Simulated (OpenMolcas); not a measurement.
# Levels of C I by method

| Quantity | Value |
| --- | --- |
| Program | OpenMolcas 26.06 |
| Basis | ANO-RCC-VDZP [3s2p1d] |
| Scalar Hamiltonian | DKH3, point nucleus |
| Active space | 2 electrons in 3 orbitals (2p) |
| State averaging | 2S+1 = 3 even, 3 roots; 2S+1 = 1 even, 6 roots |
| Spin-orbit coupling | state interaction with AMFI integrals over the reference wave functions, term energies averaged over their components |

Methods on the same reference wave functions:
A. CASSCF
B. SS-CASPT2, IPEA 0.25 Eh, imaginary shift 0.1 Eh (closed shells correlated: 1s 2s)

Energies in cm-1 above 2s2 2p2 3P0, the measured ground level; measured values from NIST Handbook of Basic Atomic Spectroscopic Data.

```
      Level      A      B  Measured
2s2 2p2 3P0    0.0    0.0       0.0
2s2 2p2 3P1   15.4   15.4      16.4
2s2 2p2 3P2   46.1   46.1      43.4
2s2 2p2 1D2  12863  11660     10193
2s2 2p2 1S0  31791  25590     21648
```

Deviations, from unrounded energies. A percentage is the sum of absolute deviations over the sum of measured energies, with the sign that they share, or ± where signs differ.

```json
{"Against measurement": "mean absolute deviation (cm-1)", "Levels": "4", "A": "3200", "B": "1400"}
{"Against measurement": "fine structure of the ground term (%)", "Levels": "2", "A": "±6.2", "B": "±6.2"}
{"Against measurement": "other terms of the ground configuration (%)", "Levels": "2", "A": "+40.2", "B": "+17.0"}
```

B lies closest to measurement on these levels. The largest miss of B in the table is 2s2 2p2 1S0, by +3900 cm-1. The ranking rests on the paired levels alone, and a cruder setting can come out closer through cancelling errors.

From A to B the spin-free energies of the other terms of 2s2 2p2 shown, above 3P, scale by factors of 0.80 to 0.91.

The lowest spin-free term lies below A's lowest term by 0.063 hartree in B.

Term energies are means over components that CASPT2 splits; among the terms shown or strongly mixed into the levels shown the widest spread is 160 cm-1 (2s2 2p2 1D, B). With the s shell closed, the reference lacks s² → p² mixing. Without dynamic correlation excited terms often stand tens of per cent too high (terms of higher spin than the ground term too low), and those without a measured partner can miss by more than the paired ones (holds for A). Some terms miss by over 15 % even with CASPT2, which points to a basis or an active space too small for the shells correlated (holds for B). Measured partners are found by configuration, term and J. A level has none where our copy of the source lacks it or the pairing is in doubt (some pairs that miss far off the trend of their configuration count as doubtful), and it then counts in no deviation. Only configurations of the active space appear.
